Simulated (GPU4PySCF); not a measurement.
Computed shifts of a molecule C16H10, GPU4PySCF with PBE/pcSseg-1, GIAO, gas phase, atoms alike by connectivity averaged where their shifts nearly agree, in ppm (number of nuclei): ¹³C: 133.6 (4), 132.5 (4), 129.5 (2), 128.9 (4), 125.3 (2). ¹H: 8.34 (4), 8.27 (2), 8.22 (4). References: ¹³C against TMS (σ = 182.0 ppm); ¹H against TMS (σ = 31.49 ppm), references at their B3LYP-D3(BJ)/def2-TZVP geometries, non-relativistic (references run with PySCF on processors). The structure is a stationary point at ωB97X-D3(BJ)/def2-TZVP. The values are those of a single conformer.

**Question.** Which structure fits?
(A) C#Cc1cccc2cc3ccccc3cc12
(B) c1cc2ccc3cccc4ccc(c1)c2c34
(C) C#Cc1c2ccccc2cc2ccccc12
(D) C#Cc1ccc2cc3ccccc3cc2c1

**Answer.** B, c1cc2ccc3cccc4ccc(c1)c2c34
